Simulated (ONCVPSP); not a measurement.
## u(r) = r·R(r): atom against pseudo-atom (aluminium)

Columns: radius, all-electron u(r) and pseudo u(r) of the 2s shell (level -110.04 eV) of aluminium in the configuration [He] 2s2 2p6 3s1 3p2; PW91, scalar-relativistic, ONCV scheme, ONCVPSP 4.0.1.

```tsv
r (bohr)	all-electron	pseudo
0.062	-0.5987	0.2510
0.125	-0.3104	0.4938
0.188	0.1872	0.7130
0.250	0.6335	0.8968
0.312	0.9636	1.0422
0.375	1.1756	1.1477
0.438	1.2825	1.2098
0.500	1.3098	1.2307
0.562	1.2832	1.2165
0.625	1.2198	1.1719
0.688	1.1344	1.1042
0.750	1.0393	1.0223
0.812	0.9403	0.9319
0.875	0.8407	0.8372
0.938	0.7455	0.7442
1.000	0.6579	0.6575
1.062	0.5774	0.5773
1.125	0.5033	0.5032
1.188	0.4369	0.4368
1.250	0.3787	0.3787
1.312	0.3274	0.3273
1.375	0.2816	0.2815
1.438	0.2416	0.2416
1.500	0.2074	0.2074
1.562	0.1779	0.1778
1.625	0.1519	0.1519
```

How many radial nodes do the two functions have?

The all-electron 2s function has n − l − 1 = 1; the pseudo-wave has 0, since the states of the same l below it are removed with the core.

At about which radius was the pseudo-wave matched?

1.20 bohr. The columns agree to 0.0005 from 1.00 bohr on; several derivatives are matched, so the curves merge somewhat inside the radius.

Where does each function peak?

Outermost all-electron maximum near 0.50 bohr, pseudo maximum near 0.50 bohr (to the table’s step).

Is the pseudo-wave norm-conserving?

Yes: the ONCV scheme keeps the norm inside the radius equal to the all-electron one, which fixes the energy derivative of the logarithmic derivative at the level.
